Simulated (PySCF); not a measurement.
Input file for PySCF: R-BP86/6-31G* on FH4NOSi (SMILES N[SiH](O)F), a point of a torsion scan.

```python
from pyscf import gto, scf, dft, mp
from pyscf.data.elements import chemcore

mol = gto.M(
    atom='''
    N     1.24530751   -0.35261781   -0.18612118
    Si   -0.27862189    0.39328144    0.08503771
    O    -1.46928810   -0.44143962   -0.61648976
    F    -0.21036968    1.78327057   -0.70204763
    H     2.06818506    0.22087187   -0.10569992
    H     1.43184342   -1.26946372    0.18327186
    H    -0.64342550    0.73686488    1.44823255
    H    -1.47369118   -1.39106338   -0.65963590
    ''',
    basis='6-31g*',
    cart=True,
    charge=0, spin=0, verbose=3, max_memory=1800)
mf = dft.RKS(mol, xc='b88,p86')
mf.conv_tol = 1e-8
mf.max_cycle = 100
mf.kernel()
if not mf.converged:
    mf = mf.newton().run(mf.mo_coeff, mf.mo_occ)
```

**Question.** Give the final energy of this run.

**Answer.** -521.8355 hartree.
